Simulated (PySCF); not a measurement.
r2SCANh on Sb⁻ (antimony, charge -1), [Kr] 4d10 5s2 5p4, high-spin 3P determinant. All numbers are calculated (PySCF 2.14, scalar relativity by spin-free X2C-1e, in aug-cc-pwCVTZ-DK3 (10s9p7d4f1g, 109 functions)).

```
cycle= 1 E= -6480.56344931667  delta_E= -0.0115  |g|= 0.0422  |ddm|= 0.292
cycle= 2 E= -6480.56373173821  delta_E= -0.000282  |g|= 0.0235  |ddm|= 0.104
cycle= 3 E= -6480.56398431895  delta_E= -0.000253  |g|= 0.0181  |ddm|= 0.0544
cycle= 4 E= -6480.56406642044  delta_E= -8.21e-05  |g|= 0.00179  |ddm|= 0.0167
cycle= 5 E= -6480.56407773634  delta_E= -1.13e-05  |g|= 0.000739  |ddm|= 0.0137
cycle= 6 E= -6480.56408031211  delta_E= -2.58e-06  |g|= 0.000181  |ddm|= 0.00721
cycle= 7 E= -6480.56408052934  delta_E= -2.17e-07  |g|= 2.5e-05  |ddm|= 0.00264
cycle= 8 E= -6480.5640805329  delta_E= -3.56e-09  |g|= 4.53e-06  |ddm|= 0.000396
cycle= 9 E= -6480.56408053296  delta_E= -6.55e-11  |g|= 4.85e-07  |ddm|= 6.86e-05
converged SCF energy = -6480.56408053296  <S^2> = 2.0132169  2S+1 = 3.0087984
```

Highest occupied orbital energy: 1.036 eV; ⟨L²⟩ = 2.04; populations by l: s 10.00, p 22.00, d 20.00, f 0.00.

Q: Can this result be used?

A: With care. Self-consistency was reached. At r2SCANh the highest occupied level has a positive energy, so only the finite basis holds that electron; in a semilocal or global hybrid functional this comes from self-interaction and does not mean that the real anion is unbound.
